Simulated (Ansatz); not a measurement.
`C[Si](C)(C)F` + H₂O → `C[Si](C)(C)O` + H–F at 600 K and 1 bar (formal hydrolysis of the Si–F bond).

Gas-phase electronic energies from Ansatz, PBE0-D4/def2-TZVP geometries. CCSD(T)/CBS adds triple-zeta CCSD(T) − MP2 to the extrapolated MP2 energy (def2 sets, frozen cores). This one scheme is used for every species. One conformer a species, not always the lowest.

| species | CCSD(T)/CBS energy (Eh) | H − E (kJ/mol) | S (J/(mol·K)) |
| --- | --- | --- | --- |
| `C[Si](C)(C)F` | -508.56386 | 371.8 | 465.4 |
| H₂O | -76.37941 | 76.8 | 212.8 |
| `C[Si](C)(C)O` | -484.52812 | 406.7 | 492.8 |
| H–F | -100.39570 | 42.3 | 194.0 |

H − E and S are ideal-gas, rigid-rotor, harmonic terms from PBE0-D4/def2-TZVP, for one conformer and one mirror image of each species. 1 Eh = 2625.50 kJ/mol, R = 8.31446 J/(mol·K).

Question: By hand: ΔE, ΔH, ΔS and ΔG.

Answer: ΔE = (-484.52812) + (-100.39570) − (-508.56386) − (-76.37941) = 0.01945 Eh = 51.1 kJ/mol. Δ(H − E) = 406.7 + 42.3 − 371.8 − 76.8 = 0.4, so ΔH = 51.5 kJ/mol. ΔS = 492.8 + 194.0 − 465.4 − 212.8 = 8.6 J/(mol·K). ΔG = 51.5 − 600 × (8.6)/1000 = 46.3 kJ/mol.

Question: By hand: the equilibrium constant, and the temperature at which ΔG would vanish if ΔH and ΔS stayed fixed.

Answer: log₁₀ K = −ΔG/(RT ln 10) = -4.0. ΔG = 0 at ΔH/ΔS = 5988 K, far beyond where these terms or the molecules hold.

The number of gas molecules stays the same, so ΔS is small and ΔH decides. A doubt of 5 kJ/mol in ΔE shifts log₁₀ K by 0.4 here. Other conformers and mirror images would add mixing entropy, several J/(mol·K) or more a flexible species. These are equilibria of isolated gas molecules and say nothing of rates. Largest T1 diagnostic: 0.010 (customary marks: 0.02 for closed shells, 0.045 for open ones).
